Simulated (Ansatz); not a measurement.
`[O]=[Nb]([OH])([Cl])[Cl]` at its PBE0-D4/def2-TZVP geometry, where that method's forces vanish. Total charge 0; spin multiplicity 1. Nb takes the def2 core potential.

```xyz
6

O    -1.5904   -0.8003   -0.0848
Nb   -0.2504    0.1647    0.2341
O     1.1579   -0.4617   -0.8270
Cl   -0.7695    2.3251   -0.3233
Cl    0.2721   -0.0393    2.4550
H     1.1803   -1.1885   -1.4539
```

Question: What forces (eV/Å) does r2SCAN-D4/def2-TZVPP give on these atoms in the Gaussian-basis code of Ansatz? (An estimate is asked.)

Answer: The calculation gave: 
```
O1  -0.490 -0.358 -0.121
Nb2  0.282  0.310  0.158
O3   0.230 -0.046 -0.126
Cl4 -0.039  0.156 -0.047
Cl5  0.039 -0.022  0.161
H6  -0.022 -0.039 -0.025
```
